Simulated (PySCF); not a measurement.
Compound: C7H13B.
SMILES with atom numbers: `[BH2:1][C@H:2]1[CH2:3][CH:4]=[CH:5][CH2:6][CH2:7][CH2:8]1`

Geometry (PBE0-D3(BJ)/def2-SVP, Å), atoms numbered from 1 in this order:
```xyz
21
C7H13B angstrom
B     -1.7796   -0.3980    0.1149
C     -0.9055   -0.5315   -1.1674
C     -0.2100    0.7676   -1.5973
C      0.7378    1.3115   -0.5626
C      1.7726    0.6447   -0.0366
C      2.1923   -0.7529   -0.4012
C      1.1206   -1.8335   -0.2434
C     -0.0212   -1.7784   -1.2531
H     -2.2644    0.6703    0.4184
H     -2.0830   -1.3754    0.7649
H     -1.7549   -0.6987   -1.8796
H     -0.9727    1.5280   -1.8206
H      0.3385    0.5978   -2.5442
H      0.5634    2.3368   -0.2183
H      2.3832    1.1637    0.7106
H      2.5464   -0.7626   -1.4506
H      3.0659   -1.0319    0.2073
H      1.6111   -2.8172   -0.3328
H      0.7081   -1.7879    0.7803
H      0.4027   -1.8618   -2.2714
H     -0.6544   -2.6696   -1.1110
```

Computed with delta-SCF UKS SCAN, pcX-2 on the ionised atom, pcseg-1 elsewhere, spin-free X2C in PySCF. Each 1s hole has a ground state of its own, since the core basis sits on the ionised atom alone.

```csv
ionised atom,basis functions,E(ground) (Eh),binding energy (eV)
C2,208,-299.29516,290.029
C3,208,-299.29520,290.442
C4,208,-299.29685,289.905
C5,208,-299.29695,289.912
C6,208,-299.29552,290.486
C7,208,-299.29553,290.360
C8,208,-299.29534,290.342
```

Question: Fill in the total energy of each core-ionised state.

Answer: With binding energy = E(ionised) − E(ground) and 27.2114 eV a hartree:

| atom | binding energy (Eh) | E(ionised) (Eh) |
| --- | --- | --- |
| C2 | 10.6584 | -288.6368 |
| C3 | 10.6735 | -288.6217 |
| C4 | 10.6538 | -288.6431 |
| C5 | 10.6541 | -288.6429 |
| C6 | 10.6752 | -288.6203 |
| C7 | 10.6705 | -288.6250 |
| C8 | 10.6699 | -288.6255 |

Lowest listed C 1s: C4, bonded to C (double bond), C and H. Highest, 0.59 eV above it: C6, bonded to 2 C and 2 H. The values 289.90 and 289.91 eV; the values 290.34 and 290.36 eV; the values 290.44 and 290.49 eV lie too close for their order to be trusted.

Only 1s holes are shown. Isolated species at its PBE0-D3(BJ)/def2-SVP geometry (one conformer only).

On one thread of an Arm Neoverse N1, shared host with 64 logical CPUs at a one-minute load of 61, this took 6.5 min of wall time and 0.68 GiB of memory at its peak.
